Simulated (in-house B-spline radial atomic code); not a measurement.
Successive ionisation energies of iodine; each step leads to the configuration of the next row (after the last: bare). Dirac energy differences include first-order Breit, QED and recoil terms. NIST's values go from ground level to ground level; the uncertainty of those that are theory runs from under 0.1 % in few-electron ions to several per cent in heavy many-electron ones. Computed with an all-electron radial atomic-structure program (B-spline basis): Dirac-Hartree-Fock, average of the configuration, finite nuclei.

| ion | configuration | ionisation energy (eV) | tabulated value (eV) | tabulated kind | computed minus tabulated (eV) | highest orbital | largest mean radius (bohr) |
| --- | --- | --- | --- | --- | --- | --- | --- |
| I39+ | [Ne] 3s2 3p2 | 2789.3 | 2836 | tabulated theory | -47 | 3p3/2 | 0.28052 |
| I40+ | [Ne] 3s2 3p1 | 2875.3 | 2926 | tabulated theory | -51 | 3p3/2 | 0.27901 |
| I41+ | [Ne] 3s2 | 3096.3 | 3096 | tabulated theory | 0 | 3s1/2 | 0.27751 |
| I42+ | [Ne] 3s1 | ? | ? | semi-empirical | ? | ? | ? |
| I43+ | [He] 2s2 2p6 | ? | ? | tabulated theory | ? | ? | ? |
| I44+ | [He] 2s2 2p5 | 7675.0 | 7563 | tabulated theory | 112 | 2p3/2 | 0.11358 |
| I45+ | [He] 2s2 2p4 | 7912.7 | 7811 | tabulated theory | 102 | 2p3/2 | 0.1129 |
| I46+ | [He] 2s2 2p3 | 8153.5 | 8044 | tabulated theory | 109 | 2p3/2 | 0.11222 |
| I47+ | [He] 2s2 2p2 | 8397.3 | 8601 | tabulated theory | -204 | 2p3/2 | 0.11155 |
| I48+ | [He] 2s2 2p1 | 8644.2 | 8867 | tabulated theory | -223 | 2p3/2 | 0.11089 |
| I49+ | [He] 2s2 | 9196.3 | 9196 | tabulated theory | 0 | 2s1/2 | 0.11024 |
| I50+ | [He] 2s1 | ? | ? | tabulated theory | ? | ? | ? |
| I51+ | 1s2 | 38714.2 | 38717 | tabulated theory | -3 | 1s1/2 | 0.027042 |
| I52+ | 1s1 | 39721.4 | 39721.55 | tabulated theory | 0 | 1s1/2 | 0.026836 |

(1) Fill in the row of I42+.

(2) Fill in the row of I43+.

(3) Fill in the row of I50+.

(4) Where is the largest jump?

Where a p, d or f electron is removed, the computed value is a mean over both j, so it misses the tabulated one by a part of the spin-orbit splitting; averaging over terms and missing correlation add to the gap, relatively most at low charge.

Answers

(1) ionisation energy (eV): 3184.4; tabulated value (eV): 3185.5; computed minus tabulated (eV): -1; highest orbital: 3s1/2; largest mean radius (bohr): 0.27583.

(2) ionisation energy (eV): 7440.4; tabulated value (eV): 7337; computed minus tabulated (eV): 103; highest orbital: 2p3/2; largest mean radius (bohr): 0.11427.

(3) ionisation energy (eV): 9420.8; tabulated value (eV): 9421.1; computed minus tabulated (eV): 0; highest orbital: 2s1/2; largest mean radius (bohr): 0.10961.

(4) From I50+ to I51+, by a factor of 4.11 (9420.8 to 38714 eV); the highest orbital goes from 2s1/2 to 1s1/2.
